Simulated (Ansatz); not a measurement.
Stepwise reaction of `CO[Si]OC` with water, as a gas-phase model of exchange steps in deposition or etching. ΔE in kJ/mol; ΔG adds harmonic PBE0-D4 terms to CCSD(T)/CBS, at 1 bar.

Computed with Ansatz on PBE0-D4/def2-TZVP structures; ΔE is electronic, products minus reactants. CCSD(T)/CBS adds triple-zeta CCSD(T) − MP2 to the extrapolated MP2 energy (def2 sets, frozen cores). This one scheme is used for every species. Functionals use def2-TZVPP. B3LYP here is the variant with VWN-RPA as its local correlation; programs differ in this. Each species was taken in one conformer, which may not be the lowest.

| step | reaction | PBE-D4 | B3LYP-D4 | ωB97M-V | CCSD(T)/CBS | ΔG(400 K) |
| --- | --- | --- | --- | --- | --- | --- |
| 1 | `CO[Si]OC` + H₂O → `CO[Si]O` + CH₃OH | -8.9 | -5.9 | -11.4 | -8.5 | -10.0 |

(1) Give the row of step 2, `CO[Si]O` + H₂O → `O[Si]O` + CH₃OH. (Estimate.)

(2) By hand: ΔE of the 2 steps together at CCSD(T)/CBS.

## Answers

(1) The calculation gave: 
```json
{"step": "2", "reaction": "`CO[Si]O` + H₂O → `O[Si]O` + CH₃OH", "PBE-D4": "1.7", "B3LYP-D4": "2.6", "ωB97M-V": "0.6", "CCSD(T)/CBS": "3.7", "ΔG(400 K)": "1.0"}
```

(2) (-8.5) + (3.7) = -4.8 kJ/mol, or -2.4 kJ/mol a step.

In ΔE each step is higher than the one before. ΔG lies between -10.0 and 1.0 kJ/mol a step. PBE-D4 differs from CCSD(T)/CBS by -2.0 to -0.4 kJ/mol a step. Isolated molecules leave out the surface, adducts and barriers. Largest T1 diagnostic: 0.015.
